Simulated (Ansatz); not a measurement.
Reaction (ligand exchange at the Si–C bond): `B/C=C\[SiH](N)F` + `N[SiH2]S` → `N[SiH2]S[SiH](N)F` + `BC=C`

Gas-phase electronic energies from Ansatz, PBE0-D4/def2-TZVP geometries. CCSD(T)/CBS adds triple-zeta CCSD(T) − MP2 to the extrapolated MP2 energy (def2 sets, frozen cores). Each species was taken in one conformer, which may not be the lowest.

```json
{"species": "`B/C=C\\[SiH](N)F`", "CCSD(T)/CBS(def2) energy (Eh)": "-548.75460"}
{"species": "`N[SiH2]S`", "CCSD(T)/CBS(def2) energy (Eh)": "-744.61970"}
{"species": "`N[SiH2]S[SiH](N)F`", "CCSD(T)/CBS(def2) energy (Eh)": "-1189.54396"}
{"species": "`BC=C`", "CCSD(T)/CBS(def2) energy (Eh)": "-103.86193"}
```

**Question.** Work out ΔE.

**Answer.** ΔE = (-1189.54396) + (-103.86193) − (-548.75460) − (-744.61970) = -0.03159 Eh = -82.9 kJ/mol.

Largest T1 diagnostic among the species: 0.011.

The D4 term adds −8.5 kJ/mol with B3LYP and −4.7 kJ/mol with PBE0; it sums over pairs of atoms, weighted by their polarisabilities, and B3LYP, whose exchange is more repulsive, gets the larger term. In def2-TZVPP, CCSD(T) changes the Hartree–Fock value by −3.8 kJ/mol (the triples alone add −2.1 kJ/mol) and MP2 by −9.8 kJ/mol.

B3LYP here is the variant with VWN-RPA as its local correlation; programs differ in this.
